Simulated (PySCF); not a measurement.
# What a mistake does to a calculation on GeH5N3

All numbers below are calculated, not measured. They come from PySCF 2.14.0, an open-source quantum chemistry program, on an isolated molecule that a program drew, which may never have been made. The molecule is GeH5N3 (charge 0, singlet), drawn as the SMILES string `[NH]=[Ge]([NH2])[NH2]`.

Each row is a Hartree-Fock (HF) and frozen-core CCSD(T) single point in the cc-pVDZ basis, meant for a local HF minimum. Run 1 is clean. Each other run has one planted mistake out of seven kinds, and not every kind appears here: one electron removed, one electron added, multiplicity raised by two, geometry at a saddle point, minimal basis STO-3G, one bond length entered in bohr, all coordinates scaled. The reference is restricted for singlets and unrestricted otherwise, and also for a bond in bohr. Adding or removing an electron swaps singlet and doublet. Electrons count all cores. HOMO and LUMO are orbital energies over both spins, the gradient is its largest component, and the lowest frequency (negative if imaginary) is given only where the gradient is small. Bond lengths are over the 8 bonds as drawn. T1 is the CCSD diagnostic: over 0.02 (restricted) or 0.045 (unrestricted) a single reference is doubtful. Germanium has the cc-pVDZ-PP basis, with a core potential (ECP10MDF) in place of its 10 inner electrons, and its 3s, 3p and 3d shells are frozen in CCSD(T).

Geometry of the clean run:
```xyz
9
GeH5N3, angstrom
N     0.7852   -1.0020    0.6174
Ge    0.9793    0.6700    0.6353
N    -0.1802    2.0397    0.7824
N     2.6044    1.4091    0.4672
H    -0.1641   -1.2872    0.8121
H    -1.1126    1.8338    1.0885
H     0.1489    2.8943    1.1930
H     3.3405    0.7845    0.1934
H     2.6805    2.2843   -0.0166
```

```
run,electrons,basis functions,<S^2>,HOMO (eV),LUMO (eV),gradient (hartree/bohr),lowest frequency (cm^-1),mean bond (Å),longest bond (Å),T1,HF (hartree),CCSD(T) (hartree),mistake
1,58,90,0.000,-9.10,3.67,2.9e-05,227,1.2875,1.801,0.0164,-459.61642,-460.27208,no fault
2,58,90,0.000,-9.28,4.32,1.4e-01,-,1.1755,1.644,0.0125,-459.51688,-460.14345,all coordinates scaled
3,57,90,0.758,-16.52,-5.65,1.4e-01,-,1.2875,1.801,0.0242,-459.36486,-459.97474,one electron removed
4,58,90,0.000,-8.92,3.73,4.5e-05,-319,1.2822,1.787,0.0160,-459.61495,-460.26781,geometry at a saddle point
5,58,90,2.012,-4.26,1.27,1.4e-01,-,1.2875,1.801,0.0330,-459.49063,-460.10426,?
6,58,90,1.050,-8.54,1.91,4.7e-02,-,1.4878,3.403,0.0290,-459.53201,-460.15389,?
```

**Which mistake was planted in run 5, and what did it cost?**

Electrons, basis and geometry are unchanged, and <S^2> is 2.012, beside S(S+1) = 2.00 for a multiplicity of 3. So the mistake is: multiplicity raised by two. Subtracting run 1 and multiplying by 627.51 kcal/mol a hartree, the energy moved by 78.9 kcal/mol in HF and 105.3 kcal/mol in CCSD(T).

**Which mistake was planted in run 6, and what did it cost?**

The mean bond changes by a factor of 1.156 and the longest by 1.890, so the molecule wasn't scaled as a whole. A length L in bohr read as angstrom grows by (1/0.5292 - 1) L = 0.890 L. The 8 bonds together grew by 8 x 0.2003 = 1.602 Å, which gives L = 1.801 Å. That is the length of one of the Ge-N bonds, 1.801 Å in the clean geometry. So the mistake is: one bond length entered in bohr. Subtracting run 1 and multiplying by 627.51 kcal/mol a hartree, the energy moved by 53.0 kcal/mol in HF and 74.2 kcal/mol in CCSD(T).

